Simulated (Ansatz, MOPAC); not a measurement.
System: C3H3N2, net charge 0, doublet state. SMILES: [c]1ccn[nH]1

Atoms: C1, C2, C3, N4, N5, H6, H7, H8. Bonds: C1-C2, C1-N5, C2-C3, C2-H6, C3-N4, C3-H7, N4-N5, N5-H8.

Bond lengths (Å) and angles (degrees) optimised at PM7 with MOPAC; HF/3-21G with Ansatz (a first-principles code); B3LYP/LANL2DZ with Ansatz, each started from the B3LYP-D3(BJ)/def2-TZVP structure (Ansatz) of the last column. A row stands for all coordinates that are equal there; 11 of 19 kinds are shown. No wavenumbers were computed at B3LYP/LANL2DZ, so these may be saddle points.

```json
[
 {"coordinate": "C1-C2", "PM7": "1.373", "HF/3-21G": "1.371", "B3LYP/LANL2DZ": "1.395", "B3LYP-D3(BJ)/def2-TZVP": "1.371"},
 {"coordinate": "C1-N5", "PM7": "1.352", "HF/3-21G": "1.362", "B3LYP/LANL2DZ": "1.364", "B3LYP-D3(BJ)/def2-TZVP": "1.336"},
 {"coordinate": "C2-C3", "PM7": "1.440", "HF/3-21G": "1.420", "B3LYP/LANL2DZ": "1.431", "B3LYP-D3(BJ)/def2-TZVP": "1.414"},
 {"coordinate": "C2-H6", "PM7": "1.063", "HF/3-21G": "1.063", "B3LYP/LANL2DZ": "1.077", "B3LYP-D3(BJ)/def2-TZVP": "1.074"},
 {"coordinate": "C3-N4", "PM7": "1.356", "HF/3-21G": "1.334", "B3LYP/LANL2DZ": "1.361", "B3LYP-D3(BJ)/def2-TZVP": "1.330"},
 {"coordinate": "C3-H7", "PM7": "1.075", "HF/3-21G": "1.064", "B3LYP/LANL2DZ": "1.080", "B3LYP-D3(BJ)/def2-TZVP": "1.079"},
 {"coordinate": "N4-N5", "PM7": "1.379", "HF/3-21G": "1.394", "B3LYP/LANL2DZ": "1.400", "B3LYP-D3(BJ)/def2-TZVP": "1.360"},
 {"coordinate": "N5-H8", "PM7": "0.997", "HF/3-21G": "0.992", "B3LYP/LANL2DZ": "1.009", "B3LYP-D3(BJ)/def2-TZVP": "1.004"},
 {"coordinate": "C2-C1-N5", "PM7": "112.7", "HF/3-21G": "109.0", "B3LYP/LANL2DZ": "109.5", "B3LYP-D3(BJ)/def2-TZVP": "109.9"},
 {"coordinate": "C1-C2-C3", "PM7": "101.8", "HF/3-21G": "103.8", "B3LYP/LANL2DZ": "103.1", "B3LYP-D3(BJ)/def2-TZVP": "102.2"},
 {"coordinate": "C1-N5-N4", "PM7": "107.9", "HF/3-21G": "110.3", "B3LYP/LANL2DZ": "110.7", "B3LYP-D3(BJ)/def2-TZVP": "110.8"}
]
```

Mean signed difference of all 8 bond lengths from B3LYP-D3(BJ)/def2-TZVP: PM7 0.008 Å, HF/3-21G 0.004 Å, B3LYP/LANL2DZ 0.019 Å.
